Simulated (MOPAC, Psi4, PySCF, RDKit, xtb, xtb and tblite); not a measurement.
Relaxed torsion scan: SMILES COc1cc[c]([GeH3])s1, singlet. Scanned: dihedral C1–O2–C3–S8; all other coordinates were relaxed at GFN2-xTB. Points at φ and −φ are mirror images.

Geometry of the scan point at -160° (Å):
```
16

C     -3.0017     0.7452     0.8043
O     -2.4704    -0.5243     0.4930
C     -1.1252    -0.6024     0.3954
C     -0.1451     0.2324     0.8397
C      1.1431    -0.2332     0.4966
C      1.1457    -1.3968    -0.2081
Ge     2.6419    -2.4134    -0.8704
S     -0.4807    -1.9501    -0.4821
H     -2.7695     1.0291     1.8356
H     -4.0797     0.6533     0.6875
H     -2.6175     1.5107     0.1238
H     -0.3214     1.1324     1.4005
H      2.0492     0.2810     0.7702
H      2.5810    -2.5536    -2.3552
H      3.8963    -1.6965    -0.4977
H      2.6652    -3.7837    -0.2798
```

- GFN2-xTB (xtb and tblite)
- PBE0/def2-SVP // GFN2-xTB (Psi4)
- PBE0-D3(BJ)/def2-SVP // GFN2-xTB (Psi4)
- PBE/def2-SVP // GFN2-xTB (Psi4)
- PBE-D3(BJ)/def2-SVP // GFN2-xTB (Psi4)
- UFF // GFN2-xTB (RDKit)
- PM7, restricted, heats of formation // GFN2-xTB (MOPAC)
- PM6, restricted, heats of formation // GFN2-xTB (MOPAC)
- GFN1-xTB // GFN2-xTB (xtb)
- RKS-B3LYP/6-31G* = restricted B3LYP/6-31G*, spherical d, density fitting // GFN2-xTB run with PySCF 2.14.0
- RHF/LANL2DZ = restricted Hartree-Fock/LANL2DZ, with its core potentials past Ne // GFN2-xTB (PySCF)
- RMP2/3-21G = restricted MP2 (frozen core)/3-21G // GFN2-xTB (PySCF)
- RKS-M06-2X/6-31G* = restricted M06-2X/6-31G*, spherical d, density fitting // GFN2-xTB in PySCF 2.14.0

Least-squares fit of E(φ) = a0 + Σ (a_n cos nφ + b_n sin nφ), n = 1 to 4, to the 18 scan points, in kJ/mol above the lowest point of each profile (levels whose profile four harmonics don't fit are not listed):

| method | a0 | a1 | b1 | a2 | b2 | a3 | b3 | a4 | b4 | rms of fit |
|---|---|---|---|---|---|---|---|---|---|---|
| GFN2-xTB | 8.81 | -3.43 | 0.00 | -5.93 | 0.00 | 0.83 | 0.00 | -0.27 | 0.00 | 0.05 |
| PBE0/def2-SVP | 6.14 | -0.55 | 0.00 | -4.95 | 0.00 | 1.02 | 0.00 | -0.83 | 0.00 | 0.11 |
| PBE0-D3(BJ)/def2-SVP | 5.94 | -0.76 | 0.00 | -4.97 | 0.00 | 0.99 | 0.00 | -0.85 | 0.00 | 0.11 |
| PBE/def2-SVP | 5.95 | -1.02 | 0.00 | -5.28 | 0.00 | 1.06 | 0.00 | -0.72 | 0.00 | 0.09 |
| PBE-D3(BJ)/def2-SVP | 6.15 | -1.23 | 0.00 | -5.37 | 0.00 | 1.04 | 0.00 | -0.73 | 0.00 | 0.10 |
| UFF | 16.11 | -4.55 | 0.00 | -12.70 | 0.00 | -0.11 | 0.00 | 0.97 | 0.00 | 0.32 |
| PM7 | 9.40 | 5.50 | 0.00 | -2.58 | 0.00 | 1.07 | 0.00 | -0.13 | 0.00 | 0.14 |
| PM6 | 7.13 | 2.42 | 0.00 | -3.83 | 0.00 | 0.78 | 0.00 | 0.00 | 0.00 | 0.06 |
| GFN1-xTB | 7.94 | -3.27 | 0.00 | -4.72 | 0.00 | 0.38 | 0.00 | -0.25 | 0.00 | 0.05 |
| RKS-B3LYP/6-31G* | 6.01 | 0.88 | 0.00 | -3.34 | 0.00 | 1.14 | 0.00 | -0.68 | 0.00 | 0.11 |
| RHF/LANL2DZ | 6.50 | 3.17 | 0.00 | -0.69 | 0.00 | 1.92 | 0.00 | -0.66 | 0.00 | 0.09 |
| RMP2/3-21G | 6.97 | 2.90 | 0.00 | -1.87 | 0.00 | 1.46 | 0.00 | -0.78 | 0.00 | 0.11 |
| RKS-M06-2X/6-31G* | 6.63 | 0.67 | 0.00 | -4.07 | 0.00 | 1.09 | 0.00 | -0.89 | 0.00 | 0.17 |
